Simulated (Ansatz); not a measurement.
Total energies of `S[Si](S)(Cl)Br`.

Cartesian coordinates in Å:
```
S -1.7129 -1.0283 0.4372
Si 0.0814 -0.0373 -0.0712
S 0.2441 1.5143 1.3521
Cl 1.6397 -1.3622 -0.0155
Br 0.0807 0.8122 -2.1159
H -1.3325 -2.1832 -0.1368
H 0.9995 2.2845 0.5501
```

Charge 0, multiplicity 1. Correlated methods include outer-core shells of Br, which these sets cover unevenly. Scalar relativity is left out up to krypton. The structure was optimised at the PBE0-D4/def2-TZVP level. It is one conformer, not always the lowest. Basis def2-TZVPP, Ansatz.

RPA on PBE orbitals: Hartree–Fock energy of these orbitals -4117.22409 Eh, correlation -1.50536 Eh (frozen core).

```
             functional                                       kind  energy without D4 (Eh)  D4 term (kJ/mol)
            LDA (SPW92)                                        LDA             -4112.71701                 –
                    PBE                                        GGA             -4120.59072             -33.2
                 revPBE                                        GGA             -4121.13918             -78.7
                   BLYP                                        GGA             -4121.66000             -70.6
                 r2SCAN                                   meta-GGA             -4121.53553              -7.4
                 B97M-V                         meta-GGA with VV10             -4120.80123                 –
                   PBE0         global hybrid, 25 % exact exchange             -4120.81090             -28.7
                  B3LYP                        global hybrid, 20 %             -4121.74465             -55.0
                r2SCANh                      meta-GGA hybrid, 10 %             -4121.52833              -8.2
                r2SCAN0                      meta-GGA hybrid, 25 %             -4121.51887              -9.3
HSE06 (plane-wave form)                            screened hybrid             -4120.78673             -27.3
                  BHLYP                        global hybrid, 50 %             -4121.63917             -49.7
              CAM-B3LYP                     range-separated hybrid             -4121.81588             -30.2
                LC-ωPBE                long-range corrected hybrid             -4120.85291                 –
                ωB97X-V       range-separated hybrid GGA with VV10             -4121.18615                 –
                ωB97M-V  range-separated hybrid meta-GGA with VV10             -4121.43282                 –
                 B2PLYP                              double hybrid             -4120.76805                 –
               PBE-QIDH                              double hybrid             -4120.16599                 –
```

B3LYP takes the VWN-RPA correlation (the form of Gaussian; ORCA's B3LYP/G). HSE06 is the plane-wave form, built on full-range PBE exchange. The double hybrids freeze the cores in their second-order part.

LC-ωPBE has ω = 0.4 bohr⁻¹.
